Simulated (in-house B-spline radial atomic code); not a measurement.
How numerical settings move a run on Ni III (Ni2+), [Ar] 3d8. Computed with a B-spline radial code for spherical atoms: Dirac-Hartree-Fock, average of configuration, Fermi nucleus of rms radius 3.7757 fm.

Command:
```bash
python run_scf.py task.json out
```
Settings of the sound reference run:
```
Z                28
electrons        26
configuration    [Ar] 3d8
hamiltonian      dirac
method           hf
spin_polarised   False
nucleus          fermi
rms_radius       3.7757
mass_number      58
atomic_mass      57.93534
speed_of_light   137.036
knot_spacing     0.22
spline_order     8
gauss_points     12
box_radius       22.22
max_iterations   70
damping          0.5
damped_steps     3
diis_vectors     10
tolerance        1e-08
start            Thomas-Fermi
```

Cost of the run: 1.9 s on 1 thread of Arm Neoverse N1, with other jobs on the host.

It converges in 10 iterations to -1518.451452 hartree, with 3d5/2 at -37.9214 eV. The other runs change the listed settings, some to values that make no sense; their results aren't properties of the atom or ion. Radii are in bohr (the nuclear one in fm), a minus after a letter asks for a j subshell, and «unchanged» means within 1e-8 hartree. The run stops when the residual is below 10 × tolerance × max(1, Z/10), or a noise floor if that is larger, and the energy moves by less than 1e-8 × √|E| hartree; so very loose and very tight tolerances often act alike.

| changed settings | outcome |
| --- | --- |
| box_radius = 2.22 | converged in 9 iterations, energy +8.53e-01 hartree from the reference, 3d5/2 level +1.0e+01 eV (the program warns: 3d5/2 reaches the box edge; 3s1/2 reaches the box edge) |
| box_radius = 0.89 | converged in 8 iterations, energy +9.27e+01 hartree from the reference, 3d5/2 level +2.9e+02 eV (the program warns: 3d5/2 has a positive eigenvalue: unbound, held by the box; 3s1/2 has a positive eigenvalue: unbound, held by the box) |
| box_radius = 3.33 | converged in 10 iterations, energy +4.49e-02 hartree from the reference, 3d5/2 level +1.1e+00 eV (the program warns: 3d5/2 reaches the box edge; 3s1/2 reaches the box edge) |
| knot_spacing = 1.4 | converged in 11 iterations, energy +7.33e+01 hartree from the reference, 3d5/2 level -5.0e+00 eV (the program warns: 3d5/2 reaches the box edge; 1s1/2 reaches the box edge) |
| knot_spacing = 0.4 | converged in 11 iterations, energy +1.88e-04 hartree from the reference, 3d5/2 level -3.2e-06 eV |
| box_radius = 88.88 | converged in 10 iterations, energy unchanged |
| electrons = 29, configuration = [Ar] 3d11, max_iterations = 75 | stopped with error: shell 3d holds at most 10 electrons |
| spin_polarised = True | stopped with error: spin polarisation is not served with the Dirac Hamiltonian |
| first_knot = 3.57e-06, max_iterations = 75, damped_steps = 30, tolerance = 0.0001 | converged in 12 iterations, energy +1.39e-07 hartree from the reference, 3d5/2 level +6.0e-04 eV |
| damped_steps = 1 | converged in 10 iterations, energy unchanged, 3d5/2 level +2.2e-05 eV |
| damped_steps = 30 | converged in 22 iterations, energy unchanged, 3d5/2 level +8.5e-06 eV |
| gauss_points = 6, max_iterations = 3, damping = 0.2 | not converged after 3 iterations, last residual 2.4e-01, last energy +1.81e+00 hartree from the reference |
| knot_spacing = 0.3 | converged in 11 iterations, energy +1.18e-06 hartree from the reference, 3d5/2 level +6.0e-06 eV |
| first_knot = 0.0107, max_iterations = 100, start = bare nucleus | converged in 11 iterations, energy +1.38e-02 hartree from the reference, 3d5/2 level -7.0e-04 eV |
| knot_spacing = 0.4, max_iterations = 12, start = bare nucleus | converged in 11 iterations, energy +1.88e-04 hartree from the reference, 3d5/2 level -6.3e-06 eV |
| box_radius = 4.44 | converged in 10 iterations, energy +2.48e-03 hartree from the reference, 3d5/2 level +1.0e-01 eV (the program warns: 3d5/2 reaches the box edge; 3p1/2 reaches the box edge) |
| knot_spacing = 2 | converged in 10 iterations, energy +2.66e+02 hartree from the reference, 3d5/2 level -3.6e+01 eV (the program warns: 3d5/2 reaches the box edge; 1s1/2 reaches the box edge) |
| knot_spacing = 0.75 | converged in 11 iterations, energy +1.30e+00 hartree from the reference, 3d5/2 level -4.0e-01 eV (the program warns: 3s1/2 reaches the box edge) |

(1) What happens with box_radius = 1.33?

(2) What happens with knot_spacing = 0.1?

(3) What happens with damped_steps = 8?

(4) What happens with damped_steps = 0?

Results:

(1) Converged in 8 iterations, energy +1.55e+01 hartree from the reference, 3d5/2 level +8.1e+01 eV (the program warns: 3d5/2 has a positive eigenvalue: unbound, held by the box; 3d3/2 has a positive eigenvalue: unbound, held by the box).

(2) Converged in 10 iterations, energy unchanged, 3d5/2 level -1.0e-06 eV.

(3) Converged in 13 iterations, energy unchanged, 3d5/2 level +2.7e-06 eV.

(4) Converged in 9 iterations, energy unchanged, 3d5/2 level -1.7e-06 eV.
